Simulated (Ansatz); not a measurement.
Molecule: aminomethylgermylmethanamine, C$_{2}$H$_{10}$GeN$_{2}$, charge 0, multiplicity 1. 
Geometry from a B3LYP-D3(BJ)/def2-TZVP (Ansatz, an electronic-structure program) optimisation:
```xyz
15

N      1.8127     1.3874     0.2156
C      1.5113     0.2044    -0.5961
Ge     0.0101    -0.8074     0.2080
C     -1.5192     0.4315     0.4323
N     -1.8433     1.0677    -0.8481
H      2.5949     1.9076    -0.1649
H      1.0248     2.0220     0.2567
H      1.2741     0.4150    -1.6479
H      2.3830    -0.4521    -0.5946
H      0.4300    -1.3632     1.5838
H     -0.3884    -1.9684    -0.7254
H     -2.3753    -0.1642     0.7534
H     -1.2934     1.1296     1.2500
H     -1.0703     1.6217    -1.1955
H     -2.6397     1.6885    -0.7616
```

Basis-set convergence of Hartree-Fock and CCSD(T) correlation energies (hartree) with Ansatz. Valence correlation only, unless marked. Spin-orbit coupling is left out. The frozen core is the preceding noble-gas configuration, with the filled d and f shells of earlier blocks. No relativistic terms.

| basis | functions | E(HF) | E(corr, CCSD(T)) |
|---|---|---|---|
| aug-cc-pVDZ | 218 | -2265.78927 | -0.86607 |
| aug-cc-pVTZ | 473 | … | … |

### Question
Some entries are withheld; supply them.

### Answer

- aug-cc-pVTZ, E(HF): -2265.90751
- aug-cc-pVTZ, E(corr, CCSD(T)): -1.01749
